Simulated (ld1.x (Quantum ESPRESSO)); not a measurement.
# thulium (Tm), RRKJ: configuration errors across variants

Tm (Z = 69), norm-conserving RRKJ (Kleinman–Bylander form), made with ld1.x (Quantum ESPRESSO) 7.5 (LDA (PZ), non-relativistic). Core [Kr] 4d10 4f12, reference 5s2 5p6 5d0 6s0 6p0 (charge +3). Waves: 5s (bound): rc 2.25 bohr; 5p (bound): rc 2.45 bohr; 5d (bound, empty): rc 2.85 bohr. Local part: all-electron potential smoothed inside 2.30 bohr (lloc = -2). Core correction: none.

All-electron excitation energies from the reference (eV): (1) 5s2 5p6 5d1 6s2 6p0 -39.641; (2) 5s2 5p6 5d1 6s1 6p0 -32.949; (3) 5s2 5p6 5d1 6s0 6p0 -20.812; (4) 5s2 5p6 5d1 6s0 6p2 -34.138; (5) 5s2 5p6 5d2 6s1 6p0 -38.225; (6) 5s2 5p6 5d1 6s1.5 6p0 -36.949; (7) 5s1 5p6 5d1 6s2 6p0 15.081.

2 further variants failed, have other tests or too few solved ones, and are left out.

Errors AE − PS in meV (a dash: test not solved or not reliable):

| change | (1) | (2) | (3) | (4) | (5) | (6) | (7) | bound ghosts |
| --- | --- | --- | --- | --- | --- | --- | --- | --- |
| base | +803 | +541 | +28 | +46 | +396 | +695 | +1425 | none |
| wave 5s (bound): rc 2.25 bohr becomes 5s (bound): rc 1.92 bohr | +500 | +341 | +27 | +45 | +260 | +434 | +1033 | none |
| wave 5s (bound): rc 2.25 bohr becomes 5s (bound): rc 2.18 bohr | +756 | +510 | +28 | +46 | +375 | +655 | +1366 | none |
| wave 5s (bound): rc 2.25 bohr becomes 5s (bound): rc 2.40 bohr | +900 | +604 | +29 | +46 | +440 | +778 | +1544 | none |
| wave 5s (bound): rc 2.25 bohr becomes 5s (bound): rc 2.66 bohr | +1085 | +725 | +30 | +47 | +524 | +937 | +1777 | none |
| wave 5s (bound): rc 2.25 bohr becomes 5s (bound): rc 2.94 bohr | +1186 | +791 | +30 | +48 | +571 | +1024 | +1909 | none |
| wave 5s (bound): rc 2.25 bohr becomes 5s (bound): rc 3.30 bohr | +1010 | +678 | +29 | +47 | +489 | +873 | +1678 | none |

(1) Give the same row for: wave 5s (bound): rc 2.25 bohr becomes 5s (bound): rc 3.08 bohr.

Answers

(1) +1170, +780, +30, +48, +563, +1009, +1886; bound ghosts: none.
